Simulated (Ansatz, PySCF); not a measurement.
FH₅N₂OSi, SMILES N[Si](N)(O)F.

Geometry: B3LYP-D3(BJ)/def2-SVP. This is a generated structure with no PubChem entry under its InChIKey; it may be hypothetical. The values are those of a single conformer.

Vertical ionisation energy (IE) and electron affinity (EA) in eV. Rows of orbital energies are one-electron estimates. Where ΔSCF, EOM or ADC give a negative EA the extra electron is unbound and the value depends on the basis.

| level | IE | EA |
|---|---|---|
| −ε(HOMO), −ε(LUMO), PBE0/def2-TZVP (PySCF) | 7.70 | -0.67 |
| −ε(HOMO), −ε(LUMO), PBE/def2-TZVP (PySCF) | 6.16 | 0.19 |
| ΔSCF, CAM-B3LYP/def2-SVPD (Ansatz), final states of multiplicity 2 and 2 | 10.32 | -1.36 |
| ΔSCF, PBE/def2-SVPD (Ansatz), final states of multiplicity 2 and 2 | 9.50 | -1.08 |

Q: What vertical singlet–triplet gap does ΔSCF give with CAM-B3LYP/def2-SVPD (Ansatz, an electronic-structure program) and with PBE/def2-SVPD (Ansatz)? (The exact figures need the calculation; the answer reports its results.)

A: 6.65 and 5.91 eV (triplet above singlet where positive).
